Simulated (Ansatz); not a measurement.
```yaml
crystal:
  periodic: [false, false, false]
  atoms:
    - {symbol: F, position_ang: [-0.349939, 2.047160, -2.031970]}
    - {symbol: Si, position_ang: [0.147928, 1.453487, -0.629512]}
    - {symbol: C, position_ang: [-0.367466, -0.334147, -0.539998]}
    - {symbol: Si, position_ang: [0.080158, -1.270627, 0.980221]}
    - {symbol: F, position_ang: [1.657419, -1.245243, 1.175421]}
    - {symbol: F, position_ang: [-0.557656, -0.558994, 2.250338]}
    - {symbol: H, position_ang: [1.622194, 1.585816, -0.584848]}
    - {symbol: H, position_ang: [-0.491144, 2.246907, 0.445244]}
    - {symbol: H, position_ang: [-1.457307, -0.383099, -0.653812]}
    - {symbol: H, position_ang: [0.069536, -0.860416, -1.397419]}
    - {symbol: H, position_ang: [-0.353723, -2.680853, 0.986335]}
basis:
  gaussian: {orbitals: x2c-TZVPPall}
hamiltonian: {xc: {name: BLYP}}
accuracy: high
kpoints: {mp_grid: {grid: [2, 2, 2]}}
```

```sh
$ ansatz run in.yaml --threads 4 --pin off --events-out ev --progress --plain --max-ram 10444MiB
```

Shortened log:

```
Error: invalid value for `basis.gaussian`: such a run doesn't read kpoints; remove what it names
```

Something in this input is off. What?

The input holds a key that doesn't belong there. The program refused the input.
